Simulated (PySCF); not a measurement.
Mapped SMILES: `[F:1][C:2]([F:3])([F:4])[CH2:5][CH2:6][SiH2-:7]`. Hydrogens are named by the atom that carries them.

Geometry: GFN2-xTB; GIAO shifts from PySCF, gas phase, non-relativistic, averaged over equivalent atoms.

At PBE0/pcSseg-1 (156 basis functions, 35 s wall time on 1 thread of an Intel Xeon, shared host):
```csv
atoms,δ (ppm)
F1/F3/F4,-88.8
C2,136.3
C5,53.4
C6,11.7
Si7,-83.4
H(Si7),2.98
H(C5),2.42
H(C6),0.35
```

Shifts are taken against calculated references (same method and geometry level): CFCl3 for 19F (σref 170.95); 13C (σref 186.93), 29Si (σref 349.16), 1H (σref 31.72) against TMS.

Problem. Predict the values at WP04/pcSseg-1 on the same geometry.

Solution. 
```json
{"atoms": "F1/F3/F4", "δ at WP04/pcSseg-1": "-87.5", "change": "+1.3"}
{"atoms": "C2", "δ at WP04/pcSseg-1": "141.9", "change": "+5.6"}
{"atoms": "C5", "δ at WP04/pcSseg-1": "52.6", "change": "-0.8"}
{"atoms": "C6", "δ at WP04/pcSseg-1": "14.9", "change": "+3.2"}
{"atoms": "Si7", "δ at WP04/pcSseg-1": "-67.7", "change": "+15.7"}
{"atoms": "H(Si7)", "δ at WP04/pcSseg-1": "2.31", "change": "-0.67"}
{"atoms": "H(C5)", "δ at WP04/pcSseg-1": "2.48", "change": "+0.06"}
{"atoms": "H(C6)", "δ at WP04/pcSseg-1": "0.29", "change": "-0.06"}
```

Scale: 19F (σref 170.26) against CFCl3; 13C (σref 175.10), 29Si (σref 334.32), 1H (σref 32.00) vs TMS (reference shieldings calculated alike).

The largest change is at Si7 (silicon bonded to C, 2 H). Cost: 156 basis functions, 33 s wall time on 1 thread of an Intel Xeon, shared host. The order of the carbon signals is the same at both levels.

Unscaled 19F shifts against computed CFCl3 carry errors that often reach 10 to 50 ppm.
